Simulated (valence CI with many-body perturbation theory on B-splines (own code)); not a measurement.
# Os³⁶⁺: key properties

Computed by valence CI with perturbative core correlation (CI+MBPT): four valence electrons over a frozen Dirac-Fock core [Kr], a basis of 9 s, 9 p, 10 d, 8 f, 5 g, 3 h, 1 i functions for each j, with the one-electron correlation potential Σ1, the two-electron term Σ2, the three-electron term Σ3, Breit, model QED; selected CI, second order for the rest (own B-spline code, finite nucleus).

No measured spectrum was set against this ion. As an estimate, large intervals hold to a few tenths of a per cent, small ones and those within an open d or f shell to about a per cent. Only levels of the ground parity were solved; by the run's estimate the other parity begins above the list, which can be wrong where configurations are misplaced.

Levels are named by their leading jj configuration (3d3/2^4 stands for four electrons in 3d with j = 3/2), which in mixed levels can hold well under half, so a name can repeat and another be missing.

Rates and lifetimes use the calculated energies. Strong lines usually hold to 10 to 20 %, long lifetimes can be off by a factor of two.

Q: What is the ground level?

A: (4d3/2^4) J=0, composition 59 % 4d⁴ ³P + 28 % 4d⁴ ⁵D + 13 % 4d⁴ ¹S.

Q: What is the ionisation energy?

A: 1607 eV; NIST lists 1606 ± 5 eV (theoretical).

Q: Name the longest-lived excited levels whose lifetime is computed, and their main decay.

A: (4d3/2^2 4d5/2^2) J=6 at 348620 cm⁻¹ lives 54.1 ms, mostly by M1 to (4d3/2^2 4d5/2^2) J=5. The lifetime of (4d3/2^3 4d5/2) J=4 is too uncertain to give, and may be longer.

Q: How well does LS coupling describe the low levels?

A: Among the lowest 20 levels the leading LS term, summed over configurations, holds 47 % on average. For single configurations the figures are 47 % in LS and 95 % in jj coupling. Terms mix most in the J = 4 level at 179820 cm⁻¹, where the leading one holds 29 %.
